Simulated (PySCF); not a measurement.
Input file for PySCF: R-B3LYP/3-21G on C3H9B (SMILES CB(C)C), a point of a torsion scan.

```python
from pyscf import gto, scf, dft, mp
from pyscf.data.elements import chemcore

mol = gto.M(
    atom='''
    C    -0.20036260    1.56395144    0.06606766
    B     0.12537221    0.02291292    0.15377333
    C     1.29667244   -0.48922855    1.07788281
    C    -0.73447823   -1.00568165   -0.67871993
    H     0.51354535    2.03262266   -0.61275547
    H    -0.08503273    2.07411234    1.02036762
    H    -1.19229391    1.78625377   -0.32056793
    H     1.92788257    0.30090639    1.47764786
    H     1.93725966   -1.20631964    0.56707966
    H     0.87413905   -1.02450348    1.92887437
    H    -0.84906271   -0.68781315   -1.71397915
    H    -0.34200490   -2.01971094   -0.68124399
    H    -1.74499530   -1.05075945   -0.27167542
    ''',
    basis='3-21g',
    charge=0, spin=0, verbose=3, max_memory=1800)
mf = dft.RKS(mol, xc='b3lyp')
mf.conv_tol = 1e-8
mf.max_cycle = 100
mf.kernel()
if not mf.converged:
    mf = mf.newton().run(mf.mo_coeff, mf.mo_occ)
```

The log:

```
converged SCF energy = -143.827948839177
```

The calculation finished and met its thresholds.

Cost: about 4 core-seconds (a rough figure).
